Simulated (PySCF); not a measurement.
**GaHF + H₂O → HGa(OH) + HF**

Level: PBE0 in the def2-TZVP basis family, all electrons, no relativity, computed in PySCF with density fitting; open shells unrestricted.

| species | state and structure | E (Eh) | ZPE (kJ/mol) | H(298 K) − H(0) (kJ/mol) | S° (J/(mol K)) |
| --- | --- | --- | --- | --- | --- |
| GaHF | doublet, Cs, Ga–F 1.767 Å, Ga–H 1.610 Å; F–Ga–H 114.1° | -2024.98784 | 17.3 | 10.8 | 258.6 |
| H₂O | singlet, C2v, O–H 0.960 Å (×2); H–O–H 105.1° | -76.37736 | 56.5 | 9.9 | 188.7 |
| HGa(OH) | doublet, Cs, Ga–H 1.600 Å, Ga–O 1.798 Å, O–H 0.959 Å; Ga–O–H 115.6°, H–Ga–O 113.8° | -2000.96049 | 48.3 | 11.8 | 263.8 |
| HF | singlet, C∞v, H–F 0.920 Å | -100.39188 | 24.9 | 8.7 | 173.6 |

Task: What is the electronic reaction energy?

Result: At PBE0/def2-TZVP, ΔE = 33.7 kJ/mol from the differences of the total energies times 2625.5, uphill. 

Task: Add zero-point, thermal and entropy terms for 298.15 K and 1 bar.

Result: ΔZPE = -0.6 and Δ[H(298) − H(0)] = -0.2 kJ/mol give ΔH° = 32.9 kJ/mol. ΔS° = -9.9 J/(mol K), so ΔG° = 32.9 − 298.15 × (-0.0099) = 36 kJ/mol and log₁₀K = -6.3.

Each species is the lowest minimum found with this bonding; other isomers or fragments can lie lower.
